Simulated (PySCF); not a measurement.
SMILES F[SiH](F)CC[SiH](Cl)Cl, CAM-B3LYP/def2-SVP optimised geometry.

```
14

Si     0.04    -2.22     0.00
F     -0.41    -2.92     1.38
F      1.66    -2.22     0.00
C     -0.55    -0.46     0.00
C      0.01     0.35     1.18
Si    -0.54     2.13     1.22
Cl    -2.60     2.19     1.36
Cl     0.03     3.05    -0.53
H     -0.43    -3.05    -1.12
H     -1.66    -0.47     0.02
H     -0.27     0.00    -0.96
H     -0.28    -0.11     2.14
H      1.11     0.35     1.16
H      0.02     2.89     2.36
```

Density from PySCF with CAM-B3LYP/def2-TZVP at that geometry.

Minimum of the electron density along straight lines between bonded atoms, close to the bond critical point (lines longer than 1.1 times the sum of covalent radii, or with two minima, are not listed):

```tsv
bond	length / Å	ρ at the minimum / e bohr⁻³	∇²ρ there / e bohr⁻⁵	position (fraction from the first atom)
Si1–F2	1.614	0.135	0.92	0.42
Si1–F3	1.615	0.134	0.92	0.42
Si1–C4	1.852	0.134	0.15	0.39
C4–C5	1.538	0.233	-0.54	0.50
C5–Si6	1.864	0.131	0.14	0.61
Si6–Cl7	2.065	0.099	0.20	0.36
Si6–Cl8	2.065	0.099	0.20	0.36
Si1–H9	1.476	0.130	0.11	0.49
C4–H10	1.103	0.269	-0.89	0.64
C4–H11	1.103	0.269	-0.89	0.64
C5–H12	1.104	0.269	-0.89	0.64
C5–H13	1.103	0.269	-0.89	0.64
Si6–H14	1.478	0.129	0.12	0.49
```
